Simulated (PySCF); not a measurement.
# Gas-phase XPS of `[CH3][GeH2][C@H](C)[SiH3]`, computed

Species: C3H12GeSi.
Z-matrix (Å and degrees, PBE0-D3(BJ)/def2-SVP geometry), rows numbered from 1:
```
C 
Ge  1  1.9534
C   2  1.9718  1  110.82
C   3  1.5325  2  111.58  1    62.40
Si  3  1.8840  2  111.94  1   -64.39
H   1  1.0996  2  110.65  3    60.92
H   1  1.0996  2  110.43  3  -179.00
H   1  1.0998  2  110.51  3   -59.25
H   2  1.5464  1  109.59  3   119.05
H   2  1.5437  1  110.01  3  -121.56
H   3  1.1055  2  105.08  1  -178.88
H   4  1.1023  3  111.69  2   -64.22
H   4  1.1025  3  111.87  2    55.83
H   4  1.1027  3  111.84  2   176.03
H   5  1.4981  3  110.62  2  -175.70
H   5  1.4959  3  111.03  2   -55.04
H   5  1.4979  3  110.47  2    65.15
```

The calculation used delta-SCF UKS SCAN, pcX-2 on the ionised atom, pcseg-1 elsewhere, spin-free X2C (PySCF). Vertical ΔSCF values, vacuum level as zero.

Question: List the computed XPS lines with their assignment.

Answer: 
```tsv
atom(s)	environment	level	binding energy (eV)	2p1/2 (eV)	above the level's lowest (eV)	count
Si5	SiH3 silicon	Si 1s	1846.17	–	0.00	1
C4	methyl carbon	C 1s	290.70	–	+0.89	1
C1	sp3 carbon bound to germanium	C 1s	290.15	–	+0.34	1
C3	sp3 carbon bound to silicon	C 1s	289.81	–	0.00	1
Si5	SiH3 silicon	Si 2p3/2	106.39	107.02	0.00	1
```

Lowest listed C 1s: C3, bonded to C, H, Ge and Si. Highest, 0.89 eV above it: C4, bonded to C and 3 H. The widest gap between neighbouring values is 0.55 eV, between 290.15 and 290.70 eV.

Question: Which photon energy gives electrons from Si 2p3/2 of Si5 a kinetic energy of 50 eV, and what is their de Broglie wavelength?

Answer: hν = 106.39 + 50 = 156.39 eV, recoil neglected; λ = 12.264 Å/√(E/eV) = 1.73 Å.

2p3/2 and 2p1/2 are the ΔSCF energy of one spin-free 2p hole plus the eigenvalues of a spin–orbit and ligand-field matrix of the shell. 2p1/2 minus 2p3/2 (ligand field included): Si 0.62 eV. No level of germanium is listed. Isolated species at its PBE0-D3(BJ)/def2-SVP geometry (one conformer only).
